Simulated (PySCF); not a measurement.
The vertical singlet excitations below were computed for one of the candidates. Computed with TDDFT wB97X-D/def2-SVPD, vertical, gas phase, core orbitals frozen in the response (PySCF). Geometries: GFN2-xTB, one conformer each.

```csv
state,E (eV),λ (nm),f
S1,5.44,228.1,0.083
S2,5.86,211.5,0.027
S3,5.98,207.4,0.014
S4,6.38,194.3,0.0019
S5,6.71,184.7,0.167
S6,6.97,177.9,0.015
S7,7.18,172.8,0.0012
S8,7.34,169.0,0.171
```

Task: Which structure fits? All have the formula C5H7OP.
A. `c1(pcoc1)CC`
B. `O=P1(C2CC2)C=C1`
C. `C([P@](C)(=O)C#C)=C`

Result: A. Its S1 lies at 5.44 eV; the nearest of the others has S1 at 5.09 eV. S1 is HOMO→LUMO (89%). Löwdin shares by element: HOMO carbon 61% or more, phosphorus 24% (atoms not listed hold the other 15%); LUMO carbon 38% or more, phosphorus 37%, oxygen 15%. At the same level the other candidates give, for their lowest levels:
- `O=P1(C2CC2)C=C1`: 5.09 eV (f 0.005); 6.38 eV (f 0.000); 6.63 eV (f 0.003); 7.14 eV (f 0.041); 7.54 eV (f 0.023); T1 4.59 eV; HOMO -9.15, LUMO 1.09 eV
- `C#C[P@@](C)(=O)C=C`: 6.16 eV (f 0.002); 6.23 eV (f 0.005); 6.37 eV (f 0.000); 6.46 eV (f 0.004); 6.78 eV (f 0.007); T1 4.53 eV; HOMO -9.86, LUMO 0.86 eV

Shape of the structure used: `[CH3:1][CH2:2][c:3]1[cH:4][o:5][cH:6][p:7]1`: C1–C2–C3–C4 112°.
Triplets come from the Tamm–Dancoff approximation.
